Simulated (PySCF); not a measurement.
**Towards the basis-set limit for InO**

State: ²Π, doublet, unpaired electrons π ↑. De refers to In + O. ROHF-based CCSD(T) in PySCF 2.14 with In cc-pwCVDZ-PP with ECP28, O aug-cc-pVDZ and In cc-pwCVTZ-PP with ECP28, O aug-cc-pVTZ (frozen core orbitals: 5; scalar-relativistic core potentials). Correlation energies are extrapolated as n⁻³ (n = 2, 3), Hartree–Fock as (n+1)·exp(−9√n). CV is the change on freezing 4 orbitals instead, in In cc-pwCVTZ-PP with ECP28, O cc-pwCVTZ.

| Level | Re (Å) | ωe (cm⁻¹) | ωexe (cm⁻¹) | αe (cm⁻¹) | De (eV) |
| --- | --- | --- | --- | --- | --- |
| CCSD(T)/DZ | 2.1046 | 490.9 | 2.44 | 0.00202 | 3.304 |
| CCSD(T)/TZ | 2.0834 | 502.4 | 2.62 | 0.00211 | 3.460 |
| HF/CBS | 2.0636 | 534.0 | 2.77 | 0.00209 | 1.896 |
| MP2/CBS | 2.0742 | 506.9 | 2.59 | 0.00211 | 3.586 |
| CCSD/CBS | 2.0713 | 515.2 | 2.64 | 0.00210 | 3.359 |
| CCSD(T)/CBS | 2.0786 | 505.5 | 2.63 | 0.00212 | 3.529 |
| CCSD(T)/CBS+CV | 2.0779 | 505.8 | 2.63 | 0.00212 | 3.533 |

Q: How much is left between CCSD(T)/TZ and the basis-set limit, and how much do the triples give at the limit?

A: CCSD(T)/CBS less CCSD(T)/TZ: -4.8 mÅ in Re, +3.1 cm⁻¹ in ωe and +0.069 eV in De. CCSD(T)/CBS less CCSD/CBS: +7.3 mÅ in Re, -9.7 cm⁻¹ in ωe and +0.170 eV in De.

Q: What do the later terms add?

A: CV: -0.7 mÅ in Re, +0.3 cm⁻¹ in ωe and +0.004 eV in De, each against the row above.

The T1 diagnostic is 0.023. The state was picked by a PBE0 search and need not be the measured ground state. Spin–orbit coupling, excitations beyond (T) and corrections to the Born–Oppenheimer picture are left out, and spin–orbit coupling matters for open p, d or f shells this heavy.

The whole job (state search and all basis sets along the bond) took about 37 min on 4 threads of Intel Xeon 6975P-C (shared host), peak memory 12 GiB.
